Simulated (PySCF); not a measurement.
A structure optimised at PBE-D3(BJ)/def2-SVP, used in a PySCF frequency run:

```
Si
F 1 1.6561
C 1 1.8782 2 107.17
H 3 1.1090 1 111.10 2 -60.10
H 3 1.1090 4 107.95 1 -122.05
H 3 1.1098 4 107.83 5 -116.25
C 1 1.8782 2 107.17 3 -120.00
H 7 1.1090 1 111.10 2 -60.10
H 7 1.1090 8 107.95 1 -122.05
H 7 1.1098 8 107.83 9 -116.25
C 1 1.8782 2 107.17 7 -120.00
H 11 1.1090 1 111.10 2 60.10
H 11 1.1090 12 107.95 1 122.05
H 11 1.1098 12 107.83 13 116.25
```

Q: Write its SMILES, formula and point group.

A: C[Si](C)(C)F, C₃H₉FSi, C3v

Q: What are its rotational constants (standard atomic weights)?

A: 3.2919, 3.2919, 3.0774 GHz
